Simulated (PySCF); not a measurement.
An unknown shows these calculated signals:

¹H NMR (300 MHz, computed): δ 8.50 (d, 1H), 4.76 (d, 1H), 3.99 (s, 6H), 3.76 (s, 3H).

¹³C{¹H} NMR (computed): δ 184.9 (CH), 58.1 (CH3), 52.2 (CH3).

[PySCF 2.14.0 with density-fitted response routines: coordinates at the GFN2-xTB level; shieldings: GIAO PBE0/pcSseg-1; averaged over atoms made equivalent by symmetry, fast rotation or ring inversion; single conformer; non-relativistic; no solvent model]

References, each an isolated molecule treated in the same way: ¹H (σref 31.72), ¹³C (σref 186.93) vs TMS.

Q: Which of these does the molecule contain: a C≡C triple bond, a Si–H bond, a heteroaromatic ring, a benzene ring, an N-methyl group?

A: 
- A C≡C triple bond: no.
- A Si–H bond: yes (δH 4.76 (d)).
- A heteroaromatic ring: no.
- A benzene ring: no.
- An N-methyl group: yes (δC 58.1; δH 3.76 (s)).

The data belong to `[SiH](/C=N/C)(OC)OC`, C$_{4}$H$_{11}$NO$_{2}$Si; they needn't prove each group on their own.

Carbon signals by region: 1 in the far downfield region (above 160 ppm), 2 at 50–100 ppm. Above 160 ppm: 184.9, C=N carbon.

Shifts are as computed. Against solution values, carbons near 30 ppm lie about +3 ppm off and those near 130 ppm about +5 ppm. Of 1211 compounds with measured shifts, 218 miss one by over three times the rms of a fit or turn the order of signals round; such compounds aren't used in these exercises. No couplings were computed; multiplicities are counted from neighbouring protons, with m where these are inequivalent, close in shift, in a saturated or five-membered ring or joined by F or P, and br s for small geminal =CH2 splittings.
